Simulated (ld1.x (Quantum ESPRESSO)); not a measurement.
# Logarithmic derivatives: Si (Z = 14), ultrasoft

ld1.x (Quantum ESPRESSO) 7.5 input, shortened:

```
&input
   title='Si', zed=14., rel=2, dft='BLYP', iswitch=3,
   config='[Ne] 3s2 3p2 3d-2', rel_dist='average'
 /
 &inputp
   pseudotype=3, tm=.true., lloc=-2, rcloc=1.55,
   nlcc=.true., rcore=1.35
 /
6
3S  1  0   2.00   0.00  1.40  1.90  0.0
3S  1  0   0.00   0.10  1.40  1.90  0.0
3P  2  1   2.00   0.00  1.20  1.65  0.0
3P  2  1   0.00   0.05  1.20  1.65  0.0
3D  3  2  -2.00   0.30  1.55  1.70  0.0
3D  3  2  -2.00   1.95  1.55  1.70  0.0
 &test
   configts(1)='3s2 3p2'
 /
```

Open shells are filled in proportion to 2j + 1 (rel_dist='average').

The phase is arctan(r·u′/u) with u = r·R(r), unwrapped; energies in Ry, scanned from -3 to 5 Ry. A pole is an energy at which the radial function vanishes at the test radius. The pseudo phase is shifted by a multiple of π to meet the all-electron one at the reference energy, and phase errors are pseudo minus all-electron; the curves can meet again beyond the range given. Levels narrower than the energy grid can be missing from the lists of poles.

For each channel, where are the poles, and over which energies does the pseudopotential scatter like the atom?

| channel | radius (bohr) | reference energy (Ry) | poles, all-electron | poles, pseudo | unbroken range about the reference energy with phases within 0.05 rad | phase error 1 Ry above the reference energy (rad) |
| --- | --- | --- | --- | --- | --- | --- |
| s | 2.05 | -0.79 | 1.80 | 1.80 | the whole range | +0.000 |
| p1/2 | 2.05 | -0.29 | 2.74 | 2.68 | below 4.3 | -0.000 |
| p3/2 | 2.05 | -0.29 | 2.76 | 2.69 | below 4.2 | -0.000 |
| d3/2 | 2.05 | 0.30 | 3.44 | 3.44 | the whole range | +0.000 |
| d5/2 | 2.05 | 0.30 | 3.44 | 3.44 | the whole range | +0.000 |

Phases in the d5/2 channel:

| E (Ry) | all-electron | pseudo |
| --- | --- | --- |
| -3.00 | 1.299 | 1.299 |
| -2.76 | 1.288 | 1.288 |
| -2.52 | 1.277 | 1.277 |
| -2.28 | 1.264 | 1.264 |
| -2.04 | 1.248 | 1.248 |
| -1.80 | 1.231 | 1.231 |
| -1.56 | 1.211 | 1.211 |
| -1.32 | 1.188 | 1.188 |
| -1.08 | 1.159 | 1.159 |
| -0.84 | 1.125 | 1.125 |
| -0.60 | 1.081 | 1.081 |
| -0.36 | 1.024 | 1.024 |
| -0.12 | 0.949 | 0.949 |
| 0.12 | 0.844 | 0.844 |
| 0.36 | 0.691 | 0.691 |
| 0.60 | 0.461 | 0.461 |
| 0.84 | 0.123 | 0.123 |
| 1.08 | -0.295 | -0.295 |
| 1.32 | -0.676 | -0.676 |
| 1.56 | -0.951 | -0.951 |
| 1.80 | -1.133 | -1.133 |
| 2.04 | -1.258 | -1.258 |
| 2.28 | -1.346 | -1.346 |
| 2.52 | -1.413 | -1.413 |
| 2.76 | -1.465 | -1.465 |
| 3.00 | -1.508 | -1.508 |
| 3.24 | -1.544 | -1.544 |
| 3.48 | -1.576 | -1.576 |
| 3.72 | -1.605 | -1.605 |
| 3.96 | -1.632 | -1.632 |
| 4.20 | -1.658 | -1.658 |
| 4.44 | -1.685 | -1.684 |
| 4.68 | -1.712 | -1.711 |
| 4.92 | -1.740 | -1.739 |
